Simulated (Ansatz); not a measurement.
Reaction (formal exchange of groups at a B–C bond): `S=CBS` + `CCSC(C)C` → `CC(C)BS` + `CCSC=S`

Gas-phase electronic energies from Ansatz, PBE0-D4/def2-TZVP geometries. CCSD(T)/CBS is the MP2 limit (def2-TZVPP, def2-QZVPP) plus CCSD(T) − MP2 in def2-TZVPP, frozen cores. This one scheme is used for every species. DFT in def2-TZVPP. B3LYP here is the variant with VWN-RPA as its local correlation; programs differ in this. One conformer a species, not always the lowest.

`S=CBS`:

```xyz
7

S     1.868   -0.610   -0.485
C     0.264   -0.719   -0.634
B    -0.791    0.170    0.132
S    -0.293    1.425    1.258
H    -0.124   -1.472   -1.324
H    -1.960    0.008   -0.038
H     1.036    1.199    1.090
```

`CCSC(C)C`:

```xyz
18

C    -2.642    0.946    0.634
C    -1.396    0.288    0.073
S     0.019    0.755    1.095
C     1.412   -0.076    0.271
C     1.677    0.463   -1.125
C     1.289   -1.590    0.288
H    -3.515    0.676    0.035
H    -2.825    0.629    1.663
H    -2.549    2.034    0.629
H    -1.509   -0.798    0.074
H    -1.229    0.613   -0.957
H     2.245    0.213    0.920
H     2.593    0.026   -1.532
H     1.786    1.549   -1.114
H     0.863    0.209   -1.808
H     0.463   -1.926   -0.344
H     1.118   -1.961    1.299
H     2.203   -2.049   -0.101
```

`CC(C)BS`:

Z-matrix (Å, degrees):
```
C
C 1 1.530
H 1 1.093 2 112.0
H 1 1.094 2 110.9 3 120.3
H 1 1.094 2 110.7 3 -120.2
C 2 1.532 1 110.4 3 178.3
B 2 1.567 1 110.2 3 -61.1
H 2 1.097 1 108.3 3 60.0
H 6 1.094 2 111.0 1 61.7
H 6 1.094 2 110.5 1 -57.7
H 6 1.093 2 112.0 1 -177.9
S 7 1.776 2 125.7 1 123.5
H 7 1.198 2 120.6 1 -57.3
H 12 1.346 7 98.8 2 -0.8
```

`CCSC=S`:

```xyz
11

C     0.699   -0.566   -1.136
C     0.064    0.717   -0.642
S    -1.463    0.458    0.296
C    -0.862   -0.051    1.817
S    -1.774   -0.489    3.078
H     1.594   -0.345   -1.725
H     0.006   -1.129   -1.764
H     0.993   -1.209   -0.304
H    -0.233    1.358   -1.476
H     0.747    1.299   -0.020
H     0.230   -0.044    1.875
```

```tsv
level	ΔE (kcal/mol)	difference from CCSD(T)/CBS
PBE-D4	-9.3	-4.0
r2SCAN-D4	-10.1	-4.8
PBE0-D4	-8.4	-3.1
B3LYP-D4	-7.9	-2.6
ωB97X-V	-6.6	-1.3
ωB97M-V	-6.5	-1.2
B2PLYP	-8.0	-2.7
PBE	-10.0	-4.7
r2SCAN	-10.3	-5.0
PBE0	-9.0	-3.7
B3LYP	-9.1	-3.8
HF/def2-TZVPP	-7.1	-1.8
MP2/def2-TZVPP	-6.4	-1.1
SCS-MP2/def2-TZVPP	-5.8	-0.5
CCSD/def2-TZVPP	-5.3	0.0
CCSD(T)/def2-TZVPP	-5.4	-0.1
HF/def2-QZVPP	-7.3	-2.0
MP2/def2-QZVPP	-6.4	-1.1
SCS-MP2/def2-QZVPP	-5.8	-0.5
HF/CBS(def2)	-7.3	-2.0
MP2/CBS(def2)	-6.3	-1.0
CCSD/CBS(def2)	-5.3	0.0
CCSD(T)/CBS	-5.3	0
```

Largest T1 diagnostic among the species: 0.017.

From PBE to PBE0 (25 % exact exchange), in def2-TZVPP and without D4, ΔE moves by +1.0 kcal/mol. The D4 term adds +1.2 kcal/mol with B3LYP and +0.6 kcal/mol with PBE0; it sums over pairs of atoms, weighted by their polarisabilities, and B3LYP, whose exchange is more repulsive, gets the larger term.
